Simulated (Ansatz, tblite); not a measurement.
Isomers of AlCu₂⁺ (singlet), found by a short tight-binding search and relaxed with PBE-D4/def2-TZVP in Ansatz.

The xTB rows come from tblite.

Run but left out: HF/def2-TZVP (B: restricted singlet, unstable in another Hartree–Fock run and untested here); HF/def2-TZVPP, MP2/def2-TZVPP, CCSD/def2-TZVPP, CCSD(T)/def2-TZVPP (B: restricted singlet, unstable towards broken spin symmetry).

B: The restricted singlet is unstable towards broken spin symmetry in Hartree–Fock (as tested in another run); at PBE-D4/def2-TZVP, r2SCAN-D4/def2-TZVP, PBE0-D4/def2-TZVP, r2SCAN0-D4/def2-TZVP this wasn't settled.

Other spin states were run for one of them alone.

A:

```xyz
3

Cu    0.623    1.425   -1.689
Cu   -0.623   -1.425    1.689
Al    0.000    0.000    0.000
```

B:

Cartesian coordinates in Å:
```
Cu 0.634 -1.235 0.198
Cu -0.583 -0.036 -1.298
Al -0.051 1.271 1.099
```

Task: Estimate which lies lowest at each level, and how far above it the others are (kcal/mol).

Result: 
```
               level     A     B
            GFN1-xTB  39.6   0.0
            GFN2-xTB   0.0  21.6
    PBE-D4/def2-TZVP   0.0  12.0
 r2SCAN-D4/def2-TZVP   0.0  14.9
   PBE0-D4/def2-TZVP   0.0  14.2
r2SCAN0-D4/def2-TZVP   0.0  16.1
```
Point groups (tolerance 0.1 Å): A D∞h, B Cs. Lower isomers may exist.
